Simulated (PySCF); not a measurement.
C2H8O2Si, SMILES C[Si@H](O)CO. Geometry optimised at PBE-D3(BJ)/def2-SVP. The structure was generated by enumeration; whether it is a known compound was not checked. The values are those of a single conformer.

Computed with PBE-D3(BJ)/def2-SVP (PySCF 2.14.0).

Harmonic wavenumbers (cm⁻¹): 100, 139, 145, 205, 223, 267, 353, 501, 601, 641, 665, 718, 757, 797, 825, 867, 913, 1042, 1142, 1217, 1230, 1367, 1378, 1382, 1410, 2134, 2867, 2971, 3002, 3068, 3077, 3618, 3783. Rotational constants (GHz): 6.077, 2.661, 2.064; symmetry number 1.

Work out the zero-point energy and the ideal-gas rigid-rotor harmonic-oscillator thermochemistry at 298.15 K and 1 atm.

ZPE = ½ Σ hcν = ½ × 43402 cm⁻¹ = 259.60 kJ/mol. H − E(el) = 283.11 kJ/mol. Entropy in J/(mol K): translation 165.16, rotation 111.58, vibration 80.11, total 356.85. G − E(el) = 176.71 kJ/mol. Cp = 125.59 J/(mol K). Modes under 150 cm⁻¹ make the vibrational entropy uncertain.
